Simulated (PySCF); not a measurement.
A PySCF script (with the pyscf-properties extension) for the NMR shieldings of (Cl3Si)2S, on a PBE0-D3(BJ)/def2-SVP geometry:

```python
import basis_set_exchange as bse
import numpy as np
from pyscf import gto, dft
from pyscf.prop import nmr

atoms = """
Si    0.120018    1.621865   -0.385046
Cl    1.988512    1.696591   -1.195152
Cl   -1.195478    0.979892   -1.804871
Cl   -0.409331    3.488495    0.233751
S     0.072636    0.409019    1.367409
Si   -0.080948   -1.570694    0.593256
Cl    0.536062   -2.785676    2.108506
Cl   -1.999419   -2.048830    0.101023
Cl    1.100677   -1.860114   -1.044546
"""
names = dict.fromkeys(["Si", "Cl", "S"], "pcSseg-1")
basis = {el: gto.basis.parse(bse.get_basis(n, elements=[el], fmt="nwchem")) for el, n in names.items()}
mol = gto.M(atom=atoms, basis=basis, charge=0, verbose=0)
mf = dft.RKS(mol, xc="PBE0")
mf.grids.level = 2
mf.grids.alignment = dft.numint.BLKSIZE   # the property module wants whole blocks of grid points
mf.conv_tol = 1e-9
mf.kernel()

calc = nmr.RKS(mf)   # GIAO
C = mf.mo_coeff
Co = C[:, mf.mo_occ > 0]
resp = mf.gen_response(singlet=True, hermi=2)
def vind(x):   # induced exchange potential for any number of trial vectors
    d = np.einsum("pi,xij,qj->xpq", C, 2 * x.reshape(-1, C.shape[1], Co.shape[1]), Co, optimize=True)
    return np.einsum("xpq,pi,qj->xij", resp(d - d.transpose(0, 2, 1)), C, Co, optimize=True).ravel()
mo1, _ = nmr.rhf.solve_mo1(calc, with_cphf=vind)
sigma = calc.kernel(mo1)
for i, s in enumerate(sigma):   # ppm
    print("%2d %-2s %9.2f" % (i, mol.atom_pure_symbol(i), np.trace(s) / 3))
```

Q: What does it print?

A: 
```
 0 Si    324.96
 1 Cl    729.49
 2 Cl    735.18
 3 Cl    755.43
 4 S     508.36
 5 Si    324.82
 6 Cl    754.92
 7 Cl    729.56
 8 Cl    734.84
```

These numbers come from an equivalent density-fitted implementation of the same equations, which agrees with the script to about 0.01 ppm for H and up to a few tenths of a ppm for heavy atoms, so last digits may differ.

Q: Turn these shieldings into chemical shifts. Scale: $^{29}$Si (σ = 351.99 ppm) against TMS; $^{35}$Cl (σ = 943.27 ppm) vs HCl; $^{33}$S (σ = 495.66 ppm) vs CS2 (reference shieldings calculated alike).

A: Averaging equivalent atoms: Si 0/5: 27.1; Cl 1/2/3/6/7/8: 203; S 4: -13 ppm. 

Size and cost of the density-fitted run: 216 basis functions, 2.6 min wall time on 1 thread of an Intel Xeon, shared host; peak memory 1.5 GiB.
